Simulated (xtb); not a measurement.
C2H8N, charge +1, singlet, from a rough starting geometry; GFN2-xTB run with xtb 6.7.1.

xtb was given this input:
```
$ xtb mol.xyz --gfn 2 --chrg 1 --opt vtight --json

# file mol.xyz
11

C      0.03762251    -0.22343970     1.18027199
N      0.02359660     0.60126889     0.02595778
C     -0.00562734    -0.18329985    -1.19886935
H      0.77161953    -0.95977506     1.26484373
H      0.06612495     0.41451378     2.06646931
H     -0.90398756    -0.77024997     1.25627314
H      0.84826150     1.16097624    -0.03045546
H      0.85202121    -0.96898343    -1.18341544
H      0.09318864     0.41040253    -2.10494115
H     -0.93492047    -0.67116834    -1.25480108
H     -0.82975933     1.14804175    -0.01626340
```

Question: Write the output that xtb gives for this input, abridged.

Answer: 
```
   ID    Z sym.   atoms
    1    6 C      1, 3
    2    7 N      2
    3    1 H      4-11

           -------------------------------------------------
          |                Calculation Setup                |
           -------------------------------------------------

           -------------------------------------------------
          |                 G F N 2 - x T B                 |
           -------------------------------------------------

          ...................................................
          :                      SETUP                      :
          :.................................................:
          :  # basis functions                  20          :
          :  # atomic orbitals                  20          :
          :  # shells                           14          :
          :  # electrons                        20          :
          :  max. iterations                   250          :
          :  Hamiltonian                  GFN2-xTB          :
          :  restarted?                      false          :
          :  GBSA solvation                  false          :
          :  PC potential                    false          :
          :  electronic temp.          300.0000000     K    :
          :  accuracy                    1.0000000          :
          :  -> integral cutoff          0.2500000E+02      :
          :  -> integral neglect         0.1000000E-07      :
          :  -> SCF convergence          0.1000000E-05 Eh   :
          :  -> wf. convergence          0.1000000E-03 e    :
          :  Broyden damping             0.4000000          :
          :  net charge                          1          :
          :  unpaired electrons                  0          :
          ...................................................

 iter      E             dE          RMSdq      gap      omega  full diag
   1    -10.9099316 -0.109099E+02  0.387E+00   13.30       0.0  T
   2    -10.9986344 -0.887028E-01  0.226E+00   12.48       1.0  T
   3    -10.9998860 -0.125162E-02  0.142E+00   12.33       1.0  T
   4    -11.0001756 -0.289574E-03  0.145E-01   12.20       1.0  T
   5    -11.0001831 -0.753979E-05  0.705E-02   12.22       1.0  T
   6    -11.0001846 -0.149773E-05  0.899E-03   12.24       3.4  T
   7    -11.0001847 -0.440382E-07  0.375E-03   12.24       8.0  T
   8    -11.0001847 -0.889346E-08  0.447E-04   12.24      67.4  T
   9    -11.0001847 -0.110919E-09  0.663E-05   12.24     454.7  T

   *** convergence criteria satisfied after 9 iterations ***

         :::::::::::::::::::::::::::::::::::::::::::::::::::::
         ::                     SUMMARY                     ::
         :::::::::::::::::::::::::::::::::::::::::::::::::::::
         :: total energy             -10.828558331379 Eh    ::
         :: gradient norm              0.103861577328 Eh/a0 ::
         :: HOMO-LUMO gap             12.236102758362 eV    ::
         ::.................................................::
         :: SCC energy               -11.000183655097 Eh    ::
         :: -> isotropic ES            0.108512821164 Eh    ::
         :: -> anisotropic ES         -0.010437175657 Eh    ::
         :: -> anisotropic XC          0.009998243627 Eh    ::
         :: -> dispersion             -0.003049047965 Eh    ::
         :: repulsion energy           0.171625323717 Eh    ::
         :: add. restraining           0.000000000000 Eh    ::
         :: total charge               1.000000000000 e     ::
         :::::::::::::::::::::::::::::::::::::::::::::::::::::

      -----------------------------------------------------------
     |                   =====================                   |
     |                        A N C O P T                        |
     |                   =====================                   |
     |               Approximate Normal Coordinate               |
     |                Rational Function Optimizer                |
[...]
 * total energy  :   -10.8285583 Eh     change       -0.1000267E-10 Eh
 * total energy  :   -10.8394123 Eh     change       -0.1085401E-01 Eh
 * total energy  :   -10.8411502 Eh     change       -0.1737875E-02 Eh
 * total energy  :   -10.8413178 Eh     change       -0.1675538E-03 Eh
 * total energy  :   -10.8413895 Eh     change       -0.7171488E-04 Eh
 * total energy  :   -10.8414123 Eh     change       -0.2283883E-04 Eh
 * total energy  :   -10.8414278 Eh     change       -0.1548952E-04 Eh
 * total energy  :   -10.8414343 Eh     change       -0.6436042E-05 Eh
 * total energy  :   -10.8414364 Eh     change       -0.2114640E-05 Eh
 * total energy  :   -10.8414367 Eh     change       -0.2889250E-06 Eh
 * total energy  :   -10.8414367 Eh     change       -0.1447326E-07 Eh
   *** GEOMETRY OPTIMIZATION CONVERGED AFTER 11 ITERATIONS ***
         :: total energy             -10.841436671769 Eh    ::
[...]
         8        2.0000           -0.6818705             -18.5546
         9        2.0000           -0.6734862             -18.3265
        10        2.0000           -0.6691758             -18.2092 (HOMO)
        11                         -0.2584542              -7.0329 (LUMO)
        12                         -0.1551010              -4.2205
        13                         -0.1515027              -4.1226
        14                         -0.1149808              -3.1288
        15                         -0.0453046              -1.2328
        16                         -0.0106804              -0.2906
        17                          0.0211160               0.5746
        18                          0.0214913               0.5848
        19                          0.0346582               0.9431
        20                          0.0415628               1.1310
      -------------------------------------------------------------
                  HL-Gap            0.4107216 Eh           11.1763 eV
             Fermi-level           -0.4638150 Eh          -12.6210 eV

     #   Z          covCN         q      C6AA      α(0)
     1   6 C        3.687    -0.102    22.667     6.815
     2   7 N        3.529    -0.008    21.410     6.872
     3   6 C        3.687    -0.102    22.667     6.815
     4   1 H        0.925     0.119     1.618     1.989
     5   1 H        0.925     0.115     1.657     2.013
     6   1 H        0.925     0.119     1.618     1.989
     7   1 H        0.859     0.253     0.872     1.463
     8   1 H        0.925     0.119     1.618     1.989
     9   1 H        0.925     0.115     1.657     2.013
    10   1 H        0.925     0.119     1.618     1.989
    11   1 H        0.859     0.253     0.872     1.463

 Mol. C6AA /au·bohr⁶  :        558.941750
 Mol. C8AA /au·bohr⁸  :      11220.382442
 Mol. α(0) /au        :         35.410582

Wiberg/Mayer (AO) data.
largest (>0.10) Wiberg bond orders for each atom

 ---------------------------------------------------------------------------
     #   Z sym  total        # sym  WBO       # sym  WBO       # sym  WBO
 ---------------------------------------------------------------------------
     1   6 C    3.897 --     5 H    0.974     6 H    0.974     4 H    0.974
                             2 N    0.958
     2   7 N    3.743 --     3 C    0.958     1 C    0.958     7 H    0.913
                            11 H    0.913
     3   6 C    3.897 --     9 H    0.974     8 H    0.974    10 H    0.974
                             2 N    0.958
     4   1 H    0.986 --     1 C    0.974
     5   1 H    0.987 --     1 C    0.974
     6   1 H    0.986 --     1 C    0.974
     7   1 H    0.936 --     2 N    0.913
     8   1 H    0.986 --     3 C    0.974
     9   1 H    0.987 --     3 C    0.974
    10   1 H    0.986 --     3 C    0.974
    11   1 H    0.936 --     2 N    0.913
 ---------------------------------------------------------------------------

Topologies differ in total number of bonds
Writing topology from bond orders to xtbtopo.mol

molecular dipole:
                 x           y           z       tot (Debye)
 q only:        0.044       0.633       0.002
   full:        0.059       0.868       0.002       2.210
molecular quadrupole (traceless):
                xx          xy          yy          xz          yz          zz
 q only:       -2.015       0.135       0.049      -0.020      -0.001       1.966
  q+dip:       -0.544       0.079       0.624      -0.002       0.002      -0.081
   full:       -1.174       0.117       0.590      -0.008       0.002       0.584

optimized geometry written to: xtbopt.xyz

           -------------------------------------------------
          | TOTAL ENERGY              -10.841436671769 Eh   |
          | GRADIENT NORM               0.000022195143 Eh/α |
          | HOMO-LUMO GAP              11.176303553500 eV   |
           -------------------------------------------------
```
